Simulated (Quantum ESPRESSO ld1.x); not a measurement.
Task: These are the eigenvalues of the occupied orbitals of an atom or ion with whole-number occupations (eV). Calculated with ld1.x of Quantum ESPRESSO 7.5: Dirac Kohn-Sham, PBE, spin-unpolarised, spherical densities, point nucleus.

| orbital | eigenvalue |
|---|---|
| 1s1/2 | -85782.5 |
| 2s1/2 | -17389.9 |
| 2p1/2 | -16803.9 |
| 2p3/2 | -14846.7 |
| 3s1/2 | -6037.03 |
| 3p1/2 | -5780.43 |
| 3p3/2 | -5327.50 |
| 3d3/2 | -4916.26 |
| 3d5/2 | -4817.57 |
| 4s1/2 | -2965.82 |

Which element is it, and in what charge state? The configuration may be excited. Open shells, if any, are shared by 2j + 1.

Result: Z = 80, mercury, charge +50: Hg50+ in [Ar] 3d10 4s2. The list shows which subshells hold electrons but not how many an open one holds; the 1s level, -3152.4 hartree, gives Z - s = 79.4 by -(Z - s)^2/2, which with screening and relativity narrows Z to a few neighbours, and the depths of the outer levels then fix element, charge and occupations together.
